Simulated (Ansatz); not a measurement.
Mulliken charges of C2H5InO, SMILES `C[C](=O)[InH2]` from r2SCAN/def2-TZVPP in Ansatz (PBE0-D4/def2-TZVP geometry).

```json
{"atom": "C1", "x (Å)": "0.344", "y (Å)": "1.188", "z (Å)": "-0.839", "charge (e)": "-0.123"}
{"atom": "C2", "x (Å)": "0.607", "y (Å)": "-0.087", "z (Å)": "-0.096", "charge (e)": "0.079"}
{"atom": "O3", "x (Å)": "1.706", "y (Å)": "-0.590", "z (Å)": "-0.052", "charge (e)": "-0.308"}
{"atom": "In4", "x (Å)": "-0.848", "y (Å)": "-1.305", "z (Å)": "1.039", "charge (e)": "0.456"}
{"atom": "H5", "x (Å)": "1.255", "y (Å)": "1.565", "z (Å)": "-1.310", "charge (e)": "0.058"}
{"atom": "H6", "x (Å)": "-0.427", "y (Å)": "1.011", "z (Å)": "-1.595", "charge (e)": "0.061"}
{"atom": "H7", "x (Å)": "-0.059", "y (Å)": "1.932", "z (Å)": "-0.144", "charge (e)": "0.061"}
{"atom": "H8", "x (Å)": "-1.600", "y (Å)": "-2.645", "z (Å)": "0.255", "charge (e)": "-0.142"}
{"atom": "H9", "x (Å)": "-0.979", "y (Å)": "-1.069", "z (Å)": "2.743", "charge (e)": "-0.142"}
```

**Question.** By hand: the dipole of these point charges (1 e Å = 4.8032 D).

**Answer.** Σ q r = (-0.497, 0.231, -0.022) e Å, of length 0.549 e Å = 2.64 D.

**Question.** How does the dipole of the full density compare? (Best estimate.)

**Answer.** Ansatz gave: (-0.370, 0.346, -0.127) e Å, 2.51 D; the point charges give 1.05 times that, at 21° from its direction.

Point charges leave out the atoms' own dipoles, such as those of lone pairs, and Mulliken's split depends on the basis, so the two needn't agree.
